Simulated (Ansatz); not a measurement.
One change: `CO[CH2][AlH2]` becomes `CBCOC`.

Ansatz, PBE0-D4/def2-TZVP geometries, multiplicity 1. Each molecule was computed in one conformer, which needn't be the lowest.

| property | `CO[CH2][AlH2]` |
| --- | --- |
| HOMO energy (B3LYP/def2-TZVPP) / eV | -7.20 |
| LUMO energy (PBE0/def2-TZVPP) / eV | -1.35 |
| HOMO–LUMO gap (B3LYP/def2-TZVPP) / eV | 5.62 |
| HOMO energy (PBE0/def2-TZVPP) / eV | -7.44 |
| size of the dipole moment (ωB97M-V/def2-TZVPP) / D | 1.38 |
| LUMO energy (B3LYP/def2-TZVPP) / eV | -1.58 |

(1) What does the change do to each property? (Estimate.)

Results:

(1) Computed: 
| property | `CBCOC` | shift |
| --- | --- | --- |
| HOMO energy (B3LYP/def2-TZVPP) / eV | -7.21 | -0.01 |
| LUMO energy (PBE0/def2-TZVPP) / eV | -0.68 | 0.67 |
| HOMO–LUMO gap (B3LYP/def2-TZVPP) / eV | 6.29 | 0.67 |
| HOMO energy (PBE0/def2-TZVPP) / eV | -7.44 | 0.00 |
| size of the dipole moment (ωB97M-V/def2-TZVPP) / D | 0.90 | -0.48 |
| LUMO energy (B3LYP/def2-TZVPP) / eV | -0.92 | 0.66 |

Dipoles are sizes alone; their direction can turn.

B3LYP here is the variant with VWN-RPA as its local correlation; programs differ in this.
